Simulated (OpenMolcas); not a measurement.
## Mo4+: ligand-field states by method

Mo4+ with its 6 nearest fluoride ions at 1.938 Å, on the Ga site of K2NaGaF6 (a = 8.246 Å, distance in the model lattice 1.938 Å). The rest of the host is ab initio model potentials to 7.6 Å and point charges beyond; the distance is set by hand and nothing relaxes, and no local charge compensation is placed. Ligand basis ANO-RCC-VDZP.
```
Mo    0.0000    0.0000    0.0000
F     1.9380    0.0000    0.0000
F     0.0000    1.9380    0.0000
F    -1.9380    0.0000    0.0000
F     0.0000   -1.9380    0.0000
F     0.0000    0.0000    1.9380
F     0.0000    0.0000   -1.9380
```

```json
{"Program": "OpenMolcas 26.06", "Basis": "ANO-RCC-VTZP [7s6p4d2f1g]", "Scalar Hamiltonian": "DKH2, point nucleus", "Active space": "2 electrons in 5 orbitals (4d)", "State averaging": "2S+1 = 3 even, 10 roots; 2S+1 = 1 even, 15 roots", "Spin-orbit coupling": "RASSI with atomic mean-field integrals over the reference wave functions"}
```

I. CASSCF
II. SS-CASPT2, IPEA 0.25 Eh, imaginary shift 0.1 Eh (closed shells correlated: 4s 4p and the ligand valence shells)

Spin-free states (labels of O, the rotations of Oh) in cm-1, each column counted from its own energy of the first state listed:

```csv
State,Degeneracy,I,II
3T1,3,0,0
1T2,3,10294,7360
1E,2,10411,7460
1A1,1,23810,17910
3T2,3,32158,33630
3T1,3,41407,40740
1T2,3,43439,41900
1T1,3,46343,44100
3A2,1,65725,69080
1E,2,77788,76730
1A1,1,91150,86580
```

From I to II, I's first state of the same spin (3T2) moves from 32158 to 33630 cm-1, by about +1500 cm-1.

From I to II, I's first state of another spin (1T2) moves from 10294 to 7360 cm-1, by about -2900 cm-1.

I: A least-squares ligand-field fit to the states below 45000 cm-1, each weighted by its degeneracy and with a free common offset, gives 10Dq = 33665 cm-1, B = 740 cm-1 and C = 2724 cm-1 (C/B = 3.68), with an rms deviation of 100 cm-1. The same method and metal basis give the free ion B = 861 cm-1 (fit to its terms below 60000 cm-1, rms deviation 23 cm-1), so the nephelauxetic ratio is β = 740 / 861 = 0.86; it hangs on how both fits weigh the states, and computed free-ion B values tend to be too large, so β mixes covalency with correlation.

II: A least-squares ligand-field fit to the states below 45000 cm-1, each weighted by its degeneracy and with a free common offset, gives 10Dq = 34910 cm-1, B = 575 cm-1 and C = 1887 cm-1 (C/B = 3.28), with an rms deviation of 106 cm-1. The same method and metal basis give the free ion B = 776 cm-1 (fit to its terms below 60000 cm-1, rms deviation 446 cm-1), so the nephelauxetic ratio is β = 575 / 776 = 0.74; it hangs on how both fits weigh the states, and computed free-ion B values tend to be too large, so β mixes covalency with correlation.

From I to II, 10Dq changes by +4 %, B by -22 % and C by -31 %.

χT at 300 K: I 0.40, II 0.40 cm3 K/mol.

Roots that are degenerate in the reference are averaged as groups; the widest CASPT2 spread within a group is 420 cm-1 (the 3-fold group of multiplicity 3 near 33600 cm-1 above the lowest state of its run, II). Shifts and gaps below about the spread of the groups concerned are not significant. Over all roots computed the reference weight is 0.71 to 0.72 in II; a low but even weight reflects the number of correlated electrons. An orbital triplet at a regular site is open to Jahn-Teller coupling, which can distort the site and quench the lowest spin-orbit gaps and is left out. The least metal-like active orbital is 78 % on the metal (Löwdin) and no ligand orbital is active, so the numbers are rough. Ligand-to-metal charge-transfer states are missing. With no ligand orbital active B as a rule stays too high, so bands that hang on it stand too high and its fall with covalency is understated. Without dynamic correlation the repulsion within the d shell is too large (B by tens of per cent), so at a given field states of lower spin stand too high (holds for I). With metal d orbitals alone the field can be off either way by tens of per cent (holds for I). With one d shell and no ligand orbital active, 10Dq can be off by a tenth or more (holds for II). No measured value stands beside these numbers; the geometry was set by hand and not optimised.
